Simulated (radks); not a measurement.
Results of a calculation; reference values are marked as such.
Cd III, 46 electrons, occupied as [Kr] 4d10.

Level of theory: scalar-relativistic Kohn-Sham, r2SCAN, spin-polarised, spherical densities, finite nucleus; meta-GGA in the generalised Kohn-Sham scheme; Fermi nuclear charge, rms radius 4.6087 fm (a radial shooting solver on a logarithmic mesh with Libxc functionals).

Energy parts (hartree):
total: -5594.34951
kinetic: 5821.39520
electron-nucleus: -13494.55361
Hartree: 2233.25088
exchange-correlation: -154.44198

Orbitals (lengths in bohr, moments of r in powers of bohr; <r^-3> diverges for s and p1/2):
orbital  occ.  eigenvalue (hartree)      <r>  <r^-3>
1s          2             -977.3446  0.03040       -
2s          2             -146.2146   0.1316       -
2p          6             -131.1603   0.1149    4069
3s          2             -28.02882   0.3575       -
3p          6             -23.05165   0.3565   738.8
3d         10             -15.27973   0.3347   100.7
4s          2              -4.69160   0.8826       -
4p          6              -3.22809   0.9624   122.5
4d         10              -1.13005    1.245   10.55
5s          0              -0.75515    2.465       -
5p          0              -0.50241    3.043   10.11

The highest occupied level is 4d at -30.750 eV. The electron density at the nucleus is 1.636e+05 e/bohr^3 (large components only).
